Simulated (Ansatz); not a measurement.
`Br[SiH]1BC1` and `FB1C[SiH]1Br` differ in one atom or group.

Ansatz, PBE0-D4/def2-TZVP geometries, multiplicity 1. 

Scalar relativity is left out up to krypton.

```json
{"property": "size of the dipole moment (PBE/def2-TZVPP) / D", "`Br[SiH]1BC1`": "1.34"}
{"property": "HOMO energy (PBE/def2-TZVPP) / eV", "`Br[SiH]1BC1`": "-6.11"}
{"property": "LUMO energy (ωB97M-V/def2-TZVPP) / eV", "`Br[SiH]1BC1`": "0.41"}
{"property": "LUMO energy (B3LYP/def2-TZVPP) / eV", "`Br[SiH]1BC1`": "-1.70"}
{"property": "HOMO energy (ωB97M-V/def2-TZVPP) / eV", "`Br[SiH]1BC1`": "-9.21"}
{"property": "size of the dipole moment (B3LYP/def2-TZVPP) / D", "`Br[SiH]1BC1`": "1.32"}
```

Question: What does the change do to each property? (An estimate is asked.)

Answer: Ansatz gave: 
```tsv
property	`FB1C[SiH]1Br`	shift
size of the dipole moment (PBE/def2-TZVPP) / D	1.71	0.37
HOMO energy (PBE/def2-TZVPP) / eV	-5.89	0.22
LUMO energy (ωB97M-V/def2-TZVPP) / eV	0.38	-0.03
LUMO energy (B3LYP/def2-TZVPP) / eV	-1.81	-0.11
HOMO energy (ωB97M-V/def2-TZVPP) / eV	-9.10	0.11
size of the dipole moment (B3LYP/def2-TZVPP) / D	1.78	0.46
```

With PBE0 the HOMO rises by 0.12 eV and the LUMO falls by 0.10 eV, so the gap narrows by about 0.22 eV. PBE moves the HOMO by 0.22 eV and ωB97M-V by 0.11 eV. Dipoles are sizes alone; their direction can turn.

B3LYP here is the variant with VWN-RPA as its local correlation; programs differ in this.

Spin–orbit coupling is left out; it splits and shifts lone-pair levels of the heavy atoms by tenths of an eV.
